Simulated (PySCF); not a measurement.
In(Me)(Et) (C3H8In), SMILES C[CH2][In+][CH3], charge +1.

The structure is a stationary point at PBE0-D3(BJ)/def2-SVP. The multiplicity is an assumed one; other spin states were not compared. The isomer is the one that the SMILES or the coordinates give; other isomers of the formula were not compared. The def2 effective core potentials stand for the cores of In; spin–orbit coupling is left out. Other conformers were not sampled.

Calculation: PBE0-D3(BJ)/def2-SVP (PySCF).

Frequencies are harmonic and unscaled.

A small imaginary wavenumber (i) marks a very flat motion, where grid noise or a shallow saddle decides the sign.

```json
[
 {"mode": "1", "ν (cm⁻¹)": "17i", "IR (km/mol)": "0.0", "Raman (Å⁴/amu)": "0.1", "depolarisation": "0.75", "moving atoms (share of kinetic energy)": "H 93 %"},
 {"mode": "2", "ν (cm⁻¹)": "84", "IR (km/mol)": "0.1", "Raman (Å⁴/amu)": "0.8", "depolarisation": "0.71", "moving atoms (share of kinetic energy)": "C 57 %, H 27 %, In 17 %"},
 {"mode": "3", "ν (cm⁻¹)": "107", "IR (km/mol)": "0.0", "Raman (Å⁴/amu)": "0.0", "depolarisation": "–", "moving atoms (share of kinetic energy)": "C 43 %, H 38 %, In 18 %"},
 {"mode": "4", "ν (cm⁻¹)": "230", "IR (km/mol)": "1.0", "Raman (Å⁴/amu)": "7.1", "depolarisation": "0.27", "moving atoms (share of kinetic energy)": "C 63 %, H 23 %, In 14 %"},
 {"mode": "5", "ν (cm⁻¹)": "236", "IR (km/mol)": "0.3", "Raman (Å⁴/amu)": "0.2", "depolarisation": "0.75", "moving atoms (share of kinetic energy)": "H 87 %, C 11 %"},
 {"mode": "6", "ν (cm⁻¹)": "455", "IR (km/mol)": "1.8", "Raman (Å⁴/amu)": "109.5", "depolarisation": "0.23", "moving atoms (share of kinetic energy)": "C 79 %, H 20 %"},
 {"mode": "7", "ν (cm⁻¹)": "549", "IR (km/mol)": "9.2", "Raman (Å⁴/amu)": "9.4", "depolarisation": "0.30", "moving atoms (share of kinetic energy)": "C 64 %, In 19 %, H 16 %"},
 {"mode": "8", "ν (cm⁻¹)": "654", "IR (km/mol)": "5.0", "Raman (Å⁴/amu)": "1.0", "depolarisation": "0.75", "moving atoms (share of kinetic energy)": "H 84 %, C 15 %"},
 {"mode": "9", "ν (cm⁻¹)": "741", "IR (km/mol)": "21.6", "Raman (Å⁴/amu)": "2.1", "depolarisation": "0.72", "moving atoms (share of kinetic energy)": "H 84 %, C 15 %"},
 {"mode": "10", "ν (cm⁻¹)": "749", "IR (km/mol)": "34.0", "Raman (Å⁴/amu)": "0.8", "depolarisation": "0.75", "moving atoms (share of kinetic energy)": "H 84 %, C 15 %"},
 {"mode": "11", "ν (cm⁻¹)": "962", "IR (km/mol)": "2.5", "Raman (Å⁴/amu)": "0.0", "depolarisation": "–", "moving atoms (share of kinetic energy)": "H 90 %, C 10 %"},
 {"mode": "12", "ν (cm⁻¹)": "970", "IR (km/mol)": "12.4", "Raman (Å⁴/amu)": "3.4", "depolarisation": "0.49", "moving atoms (share of kinetic energy)": "H 76 %, C 24 %"},
 {"mode": "13", "ν (cm⁻¹)": "1050", "IR (km/mol)": "6.5", "Raman (Å⁴/amu)": "9.7", "depolarisation": "0.73", "moving atoms (share of kinetic energy)": "C 70 %, H 30 %"},
 {"mode": "14", "ν (cm⁻¹)": "1197", "IR (km/mol)": "59.4", "Raman (Å⁴/amu)": "15.1", "depolarisation": "0.31", "moving atoms (share of kinetic energy)": "H 75 %, C 25 %"},
 {"mode": "15", "ν (cm⁻¹)": "1207", "IR (km/mol)": "10.9", "Raman (Å⁴/amu)": "99.0", "depolarisation": "0.21", "moving atoms (share of kinetic energy)": "H 81 %, C 19 %"},
 {"mode": "16", "ν (cm⁻¹)": "1237", "IR (km/mol)": "1.6", "Raman (Å⁴/amu)": "1.1", "depolarisation": "0.75", "moving atoms (share of kinetic energy)": "H 78 %, C 22 %"},
 {"mode": "17", "ν (cm⁻¹)": "1398", "IR (km/mol)": "5.0", "Raman (Å⁴/amu)": "12.9", "depolarisation": "0.61", "moving atoms (share of kinetic energy)": "H 85 %, C 15 %"},
 {"mode": "18", "ν (cm⁻¹)": "1407", "IR (km/mol)": "8.3", "Raman (Å⁴/amu)": "5.3", "depolarisation": "0.75", "moving atoms (share of kinetic energy)": "H 95 %"},
 {"mode": "19", "ν (cm⁻¹)": "1407", "IR (km/mol)": "9.8", "Raman (Å⁴/amu)": "4.9", "depolarisation": "0.74", "moving atoms (share of kinetic energy)": "H 95 %"},
 {"mode": "20", "ν (cm⁻¹)": "1422", "IR (km/mol)": "3.5", "Raman (Å⁴/amu)": "4.6", "depolarisation": "0.75", "moving atoms (share of kinetic energy)": "H 88 %, C 12 %"},
 {"mode": "21", "ν (cm⁻¹)": "1468", "IR (km/mol)": "4.9", "Raman (Å⁴/amu)": "12.6", "depolarisation": "0.75", "moving atoms (share of kinetic energy)": "H 96 %"},
 {"mode": "22", "ν (cm⁻¹)": "1470", "IR (km/mol)": "18.8", "Raman (Å⁴/amu)": "18.6", "depolarisation": "0.75", "moving atoms (share of kinetic energy)": "H 97 %"},
 {"mode": "23", "ν (cm⁻¹)": "3065", "IR (km/mol)": "2.9", "Raman (Å⁴/amu)": "225.1", "depolarisation": "0.08", "moving atoms (share of kinetic energy)": "H 97 %"},
 {"mode": "24", "ν (cm⁻¹)": "3067", "IR (km/mol)": "8.8", "Raman (Å⁴/amu)": "153.3", "depolarisation": "0.01", "moving atoms (share of kinetic energy)": "H 98 %"},
 {"mode": "25", "ν (cm⁻¹)": "3078", "IR (km/mol)": "1.3", "Raman (Å⁴/amu)": "164.3", "depolarisation": "0.07", "moving atoms (share of kinetic energy)": "H 95 %"},
 {"mode": "26", "ν (cm⁻¹)": "3143", "IR (km/mol)": "3.5", "Raman (Å⁴/amu)": "107.0", "depolarisation": "0.75", "moving atoms (share of kinetic energy)": "H 90 %, C 10 %"},
 {"mode": "27", "ν (cm⁻¹)": "3156", "IR (km/mol)": "5.6", "Raman (Å⁴/amu)": "180.7", "depolarisation": "0.59", "moving atoms (share of kinetic energy)": "H 91 %, C 9 %"},
 {"mode": "28", "ν (cm⁻¹)": "3173", "IR (km/mol)": "1.5", "Raman (Å⁴/amu)": "35.9", "depolarisation": "0.75", "moving atoms (share of kinetic energy)": "H 90 %, C 10 %"},
 {"mode": "29", "ν (cm⁻¹)": "3198", "IR (km/mol)": "10.6", "Raman (Å⁴/amu)": "103.1", "depolarisation": "0.75", "moving atoms (share of kinetic energy)": "H 90 %, C 10 %"},
 {"mode": "30", "ν (cm⁻¹)": "3199", "IR (km/mol)": "10.7", "Raman (Å⁴/amu)": "97.8", "depolarisation": "0.75", "moving atoms (share of kinetic energy)": "H 90 %, C 10 %"}
]
```
